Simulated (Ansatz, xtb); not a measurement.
Two structures of AlFH2SiTe

We compare I, a singlet given by its coordinates, with II, a singlet given by its coordinates. Both are isolated molecules in the gas phase, relaxed with PBE0-D3(BJ)/def2-SVP.

I (Å):

```xyz
6

Al    1.4256   -1.1196    0.0944
F     1.6482   -2.7220   -0.3312
Si    0.0309   -0.8883    2.5577
Te    2.4372   -0.4634    2.3744
H     1.2227   -0.0339   -1.0280
H    -0.1835   -1.1265    0.9586
```

Close contacts (Å): Al1–F2 1.67, Al1–Si3 2.84, Al1–Te4 2.58, Si3–Te4 2.45, Al1–H5 1.57, Al1–H6 1.83, Si3–H6 1.63.

II (Å):

```yaml
atoms:
  - { symbol: Al, position_ang: [1.2363, -0.9338, -0.3366] }
  - { symbol: F, position_ang: [0.0529, -1.6414, -1.2833] }
  - { symbol: Si, position_ang: [1.2025, -1.6356, 2.0362] }
  - { symbol: Te, position_ang: [0.3069, 0.5702, 1.6567] }
  - { symbol: H, position_ang: [2.6307, -0.5954, -0.9850] }
  - { symbol: H, position_ang: [1.0683, -2.0446, 3.4788] }
```

Close contacts (Å): Al1–F2 1.67, Al1–Si3 2.47, Al1–Te4 2.66, Si3–Te4 2.41, Al1–H5 1.57, Si3–H6 1.51.

Task: Which of the two would you expect CCSD(T)/def2-SVP + ΔMP2/def2-TZVPP electronic energies to favour?

Result: Structure I; the calculation gives E(II) − E(I) = +7.8 kcal/mol.

How the difference moves with the method:

| level | geometry | E(II) − E(I) (kcal/mol) | departure from the last row (kcal/mol) | job, with rough time for the two |
| --- | --- | --- | --- | --- |
| PBE0-D3(BJ)/def2-SVP | PBE0-D3(BJ)/def2-SVP | +5.8 | −2.0 | optimisation, 4.7 min |
| HF/def2-SVP | PBE0-D3(BJ)/def2-SVP | +6.3 | −1.5 | part of the CCSD(T) run |
| MP2/def2-SVP | PBE0-D3(BJ)/def2-SVP | +6.2 | −1.6 | part of the CCSD(T) run |
| CCSD(T)/def2-SVP | PBE0-D3(BJ)/def2-SVP | +7.6 | −0.2 | single point |
| CCSD(T)/def2-SVP + ΔMP2/def2-TZVPP | PBE0-D3(BJ)/def2-SVP | +7.8 |  | single point, 76 s |

None of the levels shown reverses the order. The largest departure from CCSD(T)/def2-SVP + ΔMP2/def2-TZVPP is that of PBE0-D3(BJ)/def2-SVP, 2.0 kcal/mol. Levels run at GFN2-xTB geometries aren't shown. The last row adds to CCSD(T) the change of the MP2 difference between the two basis sets, here +0.2 kcal/mol.

With harmonic frequencies from PBE0-D3(BJ)/def2-SVP (ideal gas, rigid rotor, one conformer each, 298.15 K, 1 atm): on the last row, ΔE + ΔZPE = +7.5, ΔH = +7.7, ΔG = +7.3 kcal/mol.

The correlated steps freeze 15 core orbitals; the filled d shell of Te is correlated, in a basis made for valence electrons. Atoms past krypton carry core potentials in the def2 sets and no spin–orbit term is included. Programs: Ansatz 0.2.0; the last row on 1 thread of Intel(R) Xeon(R) Processor @ 2.50GHz (Skylake/Cascade Lake) on a shared host.
